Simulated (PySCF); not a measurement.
This PySCF input asks for the NMR shieldings of SMILES CO[SiH2]O[Si@H](P)C[SiH3], C$_{2}$H$_{13}$O$_{2}$PSi$_{3}$; the geometry comes from GFN2-xTB.

```python
import basis_set_exchange as bse
import numpy as np
from pyscf import gto, dft
from pyscf.prop import nmr

atoms = """
C     2.476729   -0.400062    0.928521
O     2.035595   -1.188739   -0.137810
Si    1.422272   -0.736134   -1.561834
O     0.189055    0.310907   -1.400858
Si   -0.907284    1.101938   -0.509924
P     0.185329    2.797981    0.488026
C    -1.668443    0.036397    0.865300
Si   -2.075537   -1.749042    0.362347
H     2.496212   -1.022160    1.824703
H     1.808291    0.451241    1.092880
H     3.482025   -0.020138    0.730759
H     0.910697   -2.000970   -2.050662
H     2.362730   -0.000279   -2.401874
H    -1.896665    1.493677   -1.519299
H     0.300687    3.570342   -0.653230
H    -0.961983    3.456751    0.890075
H    -0.991363    0.012075    1.721521
H    -2.576200    0.526734    1.217190
H    -2.916114   -1.745728   -0.837611
H    -0.853094   -2.515029    0.133529
H    -2.831861   -2.362822    1.462780
"""
names = dict.fromkeys(["C", "O", "Si", "P", "H"], "pcSseg-1")
basis = {el: gto.basis.parse(bse.get_basis(n, elements=[el], fmt="nwchem")) for el, n in names.items()}
mol = gto.M(atom=atoms, basis=basis, charge=0, verbose=0)
mf = dft.RKS(mol, xc="PBE0")
mf.grids.level = 2
mf.grids.alignment = dft.numint.BLKSIZE   # the property module wants whole blocks of grid points
mf.conv_tol = 1e-9
mf.kernel()

calc = nmr.RKS(mf)   # GIAO
C = mf.mo_coeff
Co = C[:, mf.mo_occ > 0]
resp = mf.gen_response(singlet=True, hermi=2)
def vind(x):   # induced exchange potential for any number of trial vectors
    d = np.einsum("pi,xij,qj->xpq", C, 2 * x.reshape(-1, C.shape[1], Co.shape[1]), Co, optimize=True)
    return np.einsum("xpq,pi,qj->xij", resp(d - d.transpose(0, 2, 1)), C, Co, optimize=True).ravel()
mo1, _ = nmr.rhf.solve_mo1(calc, with_cphf=vind)
sigma = calc.kernel(mo1)
for i, s in enumerate(sigma):   # ppm
    print("%2d %-2s %9.2f" % (i, mol.atom_pure_symbol(i), np.trace(s) / 3))
```

Q: Give the expected output.

A: 
```
 0 C     133.13
 1 O     301.94
 2 Si    389.62
 3 O     258.24
 4 Si    348.78
 5 P     600.95
 6 C     186.58
 7 Si    425.75
 8 H      27.69
 9 H      27.06
10 H      27.83
11 H      27.05
12 H      26.80
13 H      25.80
14 H      30.19
15 H      30.81
16 H      31.34
17 H      31.92
18 H      27.72
19 H      27.55
20 H      27.55
```

These numbers come from an equivalent density-fitted implementation of the same equations, which agrees with the script to about 0.01 ppm for H and up to a few tenths of a ppm for heavy atoms, so last digits may differ.

Q: Turn these shieldings into chemical shifts. Chemical shifts δ = σref − σ; ¹³C (σ = 186.93 ppm) and ²⁹Si (σ = 349.16 ppm) and ¹H (σ = 31.72 ppm) vs TMS; ¹⁷O (σ = 336.08 ppm) against H2O; ³¹P (σ = 318.38 ppm) vs H3PO4, all at this level.

A: Averaging equivalent atoms: C 0: 53.8; C 6: 0.3; O 3: 77.8; O 1: 34.1; Si 4: 0.4; Si 2: -40.5; Si 7: -76.6; P 5: -282.6; H 13: 5.92; H 12: 4.92; H 11: 4.67; H 8/9/10: 4.19; H 18/19/20: 4.11; H 14/15: 1.22; H 16: 0.38; H 17: -0.20 ppm. Experimental scales use liquid or dissolved standards, which lie at an offset from isolated H2O (liquid H2O: subtract about 36 ppm) and H3PO4.

Size and cost of the density-fitted run: 229 basis functions, 44 s wall time on 1 thread of an Arm Neoverse V2, shared host; peak memory 1.1 GiB.
